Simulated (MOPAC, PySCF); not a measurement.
H$_{6}$InN$_{3}$, SMILES `[NH2][In]([NH2])[NH2]`, neutral singlet in the gas phase. 

Z-matrix (Å, degrees):
```
In
N 1 2.0434
H 2 1.0113 1 116.10
H 2 1.0113 3 108.43 1 132.84
N 1 2.0434 2 119.18 3 -33.73
H 5 1.0113 1 116.11 2 34.94
H 5 1.0113 6 108.43 1 -132.84
N 1 2.0434 2 119.19 3 164.16
H 8 1.0113 1 116.12 2 -162.96
H 8 1.0113 9 108.43 1 -132.84
```
Charge 0, spin multiplicity 1.

All levels are single points at this geometry (B3LYP-D3(BJ)/def2-TZVP); Pople sets use spherical d functions. Orbital energies aren't observables, and empty levels follow the basis.

```csv
level,HOMO (eV),LUMO (eV),gap (eV),dipole (D),"vertical IE, Delta-SCF (eV)"
ωB97X-D3(BJ)/def2-TZVP in PySCF,-9.27,0.99,10.26,3.23,9.18
B3LYP/6-311+G** (LANL2DZ on In) in PySCF,-6.62,-1.22,5.40,3.33,–
B3LYP/6-31G* (LANL2DZ on In) in PySCF,-6.01,-0.52,5.48,3.57,8.25
HF/6-31G* (LANL2DZ on In) in PySCF,-9.92,2.36,12.28,4.27,7.66
AM1 in MOPAC,-9.33,-0.91,8.41,3.38,–
PM7 in MOPAC,-9.13,-0.21,8.92,4.86,–
```
